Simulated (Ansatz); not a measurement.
Breaking the Ge1–O2 bond in GeO (multiplicity 1 held). Energies count from the point at 1.632 Å.


Restricted levels (R-, RO-) in cc, def2 and unpolarised 6-31G sets keep to the state of the molecule at rest. Unrestricted levels (U-) break spin symmetry where that is lower. Active spaces are followed from rest. Curves can end on different states.

Correlated levels freeze the cores. Filled d and f shells under p-block atoms count as core.

Codes used: Ansatz (Gaussian orbitals). Values without a source in brackets are computed.

Energies in kcal/mol.

| R (Å) | R-PBE/cc-pVTZ | U-PBE/cc-pVTZ | R-MP2/cc-pVTZ | U-SCS-MP2/cc-pVTZ | R-CCSDT(Q)/cc-pVTZ | FIC-MRCISD+Q on CASSCF(10,8)/cc-pVTZ |
|---|---|---|---|---|---|---|
| 1.306 | 118.4 | 118.4 | 124.4 | 122.9 | 122.4 | 121.1 |
| 1.469 | 22.2 | 22.2 | 23.9 | 23.0 | 22.8 | 22.3 |
| 1.632 | 0.0 | 0.0 | 0.0 | 0.0 | 0.0 | 0.0 |
| 1.796 | 9.0 | 9.0 | 8.1 | 49.6 | 8.8 | 9.7 |
| 1.959 | 29.8 | 29.8 | 28.9 | 70.8 | 28.1 | 30.9 |
| 2.204 | 65.9 | 65.7 | 81.0 | 98.4 | 48.0 | 65.5 |
| 2.449 | 98.8 | 95.1 | 156.1 | 134.6 | -100.6 | 94.5 |
| 2.857 | 140.7 | 127.0 | 215.3 | 156.3 | 189.4 | 126.6 |
| 3.265 | 168.1 | ? | 240.6 | 158.7 | 205.3 | 142.3 |
| 3.755 | 187.9 | ? | 254.2 | 160.0 | 215.7 | 150.6 |
| 4.408 | 201.8 | 162.2 | 260.4 | 160.8 | 219.5 | 151.5 |
| 5.224 | 209.5 | ? | 262.2 | 161.2 | 220.0 | 152.0 |
| 6.530 | 213.6 | 165.8 | 262.7 | 161.4 | 220.1 | 152.1 |

**Question.** Complete the blanks.

**Answer.** 
- 5.224, U-PBE/cc-pVTZ: 164.7
- 3.265, U-PBE/cc-pVTZ: 144.7
- 3.755, U-PBE/cc-pVTZ: 156.0

Doubts at one or more of the structures used: a restricted determinant that unrestricted orbitals would lower (R-PBE/cc-pVTZ, R-MP2/cc-pVTZ, R-CCSDT(Q)/cc-pVTZ); a spin-contaminated determinant (U-PBE/cc-pVTZ, U-SCS-MP2/cc-pVTZ); T1 above 0.05 (R-CCSDT(Q)/cc-pVTZ).

Ansatz is a quantum-chemistry and plane-wave program.
